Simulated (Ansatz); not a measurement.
One change: `O[SiH2][SiH2]S` becomes `O[SiH2][SiH2]Cl`.

Ansatz, PBE0-D4/def2-TZVP geometries, multiplicity 1. Each molecule was computed in one conformer, which needn't be the lowest.

```tsv
property	`O[SiH2][SiH2]S`
size of the dipole moment (B3LYP/def2-TZVPP) / D	1.15
HOMO energy (B3LYP/def2-TZVPP) / eV	-7.20
ideal-gas entropy at 298 K and 1 bar (rigid rotor, harmonic PBE0-D4/def2-TZVP) / J/(mol·K)	360
HOMO energy (PBE/def2-TZVPP) / eV	-6.26
HOMO energy (ωB97M-V/def2-TZVPP) / eV	-9.48
LUMO energy (PBE0/def2-TZVPP) / eV	-0.76
```

Q: What does the change do to each property? (Estimate.)

A: Computed: 
```csv
property,`O[SiH2][SiH2]Cl`,shift
size of the dipole moment (B3LYP/def2-TZVPP) / D,0.76,-0.39
HOMO energy (B3LYP/def2-TZVPP) / eV,-7.75,-0.55
"ideal-gas entropy at 298 K and 1 bar (rigid rotor, harmonic PBE0-D4/def2-TZVP) / J/(mol·K)",353,-7
HOMO energy (PBE/def2-TZVPP) / eV,-6.71,-0.45
HOMO energy (ωB97M-V/def2-TZVPP) / eV,-10.00,-0.52
LUMO energy (PBE0/def2-TZVPP) / eV,-0.99,-0.23
```

With PBE0 the HOMO falls by 0.53 eV and the LUMO falls by 0.23 eV, so the gap widens by about 0.30 eV. PBE moves the HOMO by -0.45 eV and ωB97M-V by -0.52 eV. The zero-point energy changes by -21.5 kJ/mol with -3 modes. Dipoles are sizes alone; their direction can turn. Modes under 60 cm⁻¹, often nearly free rotors, make the harmonic entropy too high.

B3LYP here is the variant with VWN-RPA as its local correlation; programs differ in this.
